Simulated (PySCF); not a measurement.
**Pd²⁺: excitation energy**

Pd²⁺ [Kr] 4d8 (3F) → Pd²⁺ [Kr] 4d7 5p1 (high-spin determinant), as a difference of total energies. Calculation: PySCF 2.14, in def2-TZVPPD with the def2 core potential (28 electrons) (6s4p3d2f1g, 56 functions); a scalar-relativistic core potential. Correlated levels: valence: 4s2 4p6 frozen. The calculations carry no spin-orbit coupling.

```tsv
method	excitation energy (eV)
UHF	12.621
MP2 (valence)	13.639
SCS-MP2 (valence)	13.855
CCSD (valence)	13.496
CCSD(T) (valence)	13.521
```

Problem. How much does correlation contribute at CCSD(T) (valence)?

Solution. 13.521 − (12.621) = 0.900 eV, measured against UHF.

The determinant of the upper state mixes LS terms, which raises its energy above the lowest term, most at the Hartree-Fock and MP2 levels.
